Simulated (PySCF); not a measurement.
CClF, SMILES F[C]Cl (connectivity only; charge and spin as stated), neutral, multiplicity 1.

Geometry optimised at r2SCAN-D4/def2-TZVP. The isomer is the one that the SMILES or the coordinates give; other isomers of the formula were not compared.

Calculation: PBE0/def2-TZVPD (PySCF).

Symmetry labels are those of the subgroup Cs that the program uses (full group Cs).

Computed valence orbital energies around the gap with their symmetry:
```csv
orbital,symmetry,energy (eV)
HOMO−7,A',-24.87
HOMO−6,A',-19.24
HOMO−5,A',-15.48
HOMO−4,A",-15.21
HOMO−3,A',-14.18
HOMO−2,A",-10.58
HOMO−1,A',-10.18
HOMO,A',-8.24
LUMO,A",-3.06
LUMO+1,A',0.17
LUMO+2,A',0.61
LUMO+3,A',1.30
```
